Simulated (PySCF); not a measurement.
BH₂O₃, SMILES [O]B(O)O, multiplicity 2.

Geometry: ωB97X-D3(BJ)/def2-SVP. The isomer is the one that the SMILES or the coordinates give; other isomers of the formula were not compared. The values are those of a single conformer.

Level of theory: TDA-ωB97X/def2-SVPD (PySCF 2.14.0).

Vertical excitations. 

```csv
state,energy (eV),λ (nm),f,main pairs
root 1,0.77,1618,0.000,β HOMO→LUMO 92 %
root 2,3.02,411,0.000,β HOMO−3→LUMO 90 %
root 3,4.72,263,0.000,β HOMO−1→LUMO 100 %
root 4,5.30,234,0.001,β HOMO−2→LUMO 100 %
root 5,6.47,192,0.000,β HOMO−4→LUMO 92 %
root 6,7.54,164,0.000,β HOMO−5→LUMO 92 %
root 7,8.19,151,0.000,"α HOMO−1→LUMO 44 %, β HOMO−1→LUMO+1 40 %"
root 8,8.43,147,0.000,"α HOMO−1→LUMO 42 %, β HOMO−1→LUMO+1 46 %"
root 9,8.44,147,0.001,β HOMO→LUMO+1 80 %
root 10,8.85,140,0.000,"α HOMO−2→LUMO 46 %, β HOMO−2→LUMO+1 40 %"
```
Unrestricted roots are not spin-pure.
